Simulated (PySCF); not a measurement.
A mixed set of molecules.

All values: CAM-B3LYP/def2-SVPD (PySCF) at PBE0-D3(BJ)/def2-SVP geometries, gas phase, one conformer each. Core orbitals are frozen in the response; Δα² is half the sum of the squared differences of the principal polarisabilities.

(1) Rank by polarisability anisotropy Δα, highest first.
A. `[CH:1]#[C:2]/[C:3](=[N:4]\[SiH3:5])[CH:6]1[CH2:7][CH2:8]1` with C2–C3–C6–C7 -36°
B. `[CH:1]#[C:2][SiH2:3]/[N:4]=[CH:5]/[CH:6]=[CH:7]/[CH3:8]` with C2–Si3–N4–C5 -119°, N4–C5–C6–C7 -1°
C. `[CH:1]#[C:2]/[C:3](=[N:4]/[SiH3:5])[CH:6]1[CH2:7][CH2:8]1` with C2–C3–C6–C7 -35°
D. `[CH:1]#[C:2][SiH2:3]/[N:4]=[CH:5]\[CH:6]=[CH:7]/[CH3:8]` with C2–Si3–N4–C5 -121°, N4–C5–C6–C7 180°

Results:

(1) D (11.75 Å³), B (8.51 Å³), C (7.94 Å³), A (6.73 Å³).

All values together:

```
               SMILES  formula  μ (D)  HOMO (eV)  LUMO (eV)  α (Å³)  Δα (Å³)  electrons  α per electron (Å³)  ΔSCF removal energy (eV)
C#C/C(=N\[SiH3])C1CC1  C6H9NSi   2.44      -8.58      -0.46   15.56     6.73         66                0.236                      8.95
C#C/C(=N/[SiH3])C1CC1  C6H9NSi   2.57      -8.48      -0.44   15.75     7.94         66                0.239                      8.86
  C#C[SiH2]/N=C/C=C/C  C6H9NSi   2.05      -8.51      -0.59   16.46     8.51         66                0.249                      8.96
  C#C[SiH2]/N=C\C=C/C  C6H9NSi   3.12      -8.29      -0.55   16.65    11.75         66                0.252                      8.72
```

Conformers: `[CH:1]#[C:2]/[C:3](=[N:4]\[SiH3:5])[CH:6]1[CH2:7][CH2:8]1` with C2–C3–C6–C7 -36°; `[CH:1]#[C:2]/[C:3](=[N:4]/[SiH3:5])[CH:6]1[CH2:7][CH2:8]1` with C2–C3–C6–C7 -35°; `[CH:1]#[C:2][SiH2:3]/[N:4]=[CH:5]/[CH:6]=[CH:7]/[CH3:8]` with C2–Si3–N4–C5 -119°, N4–C5–C6–C7 -1°; `[CH:1]#[C:2][SiH2:3]/[N:4]=[CH:5]\[CH:6]=[CH:7]/[CH3:8]` with C2–Si3–N4–C5 -121°, N4–C5–C6–C7 180°.
